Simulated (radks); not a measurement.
The numbers below are computed, except where a source is named.
Task: Valence configurations of Ir I (all share [Xe]). Level of theory: Dirac Kohn-Sham, PBE, spin-unpolarised, spherical densities, point nucleus; open shells fill j = l - 1/2 first (a radial shooting solver on a logarithmic mesh with Libxc functionals). Order these by energy: 4f14 5d7 6s1 6p1; 4f14 5d8.5 6s0.5; 4f14 5d6 6s1 6p2; 4f13 5d7 6s2 6p1; 4f14 5d7.5 6s1.5; 4f13 5d7 6s1.5 6p1.5; 4f14 5d7 6p2; 4f14 5d8 6p1; 4f14 5d7 6s2; 4f14 5d8 6s1.

Result: From the lowest, in eV above it: 4f14 5d7.5 6s1.5 0.000; 4f14 5d7 6s2 0.007; 4f14 5d8 6s1 0.213; 4f14 5d8.5 6s0.5 0.626; 4f14 5d8 6p1 4.618; 4f14 5d7 6s1 6p1 4.787; 4f14 5d7 6p2 9.804; 4f14 5d6 6s1 6p2 11.302; 4f13 5d7 6s2 6p1 65.575; 4f13 5d7 6s1.5 6p1.5 68.311. NIST lists [Xe] 4f14 5d7 6s2 as the ground configuration; this level of theory puts 4f14 5d7.5 6s1.5 lower, by 0.007 eV. The energies are those of spherical spin-averaged densities, not of single terms.
